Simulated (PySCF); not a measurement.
A calculated (M06-L, PySCF 2.14, aug-cc-pVDZ-DK, scalar relativity by spin-free X2C-1e) atom or ion has these occupied shells.

```tsv
shell	electrons	orbital energy (eV)	rms radius, mean of both spins (bohr)
1s α	1	-106.07	0.657
```

**Question.** Name the element and its charge.

**Answer.** Li²⁺ (lithium, charge +2), in 1s1, 2S determinant.
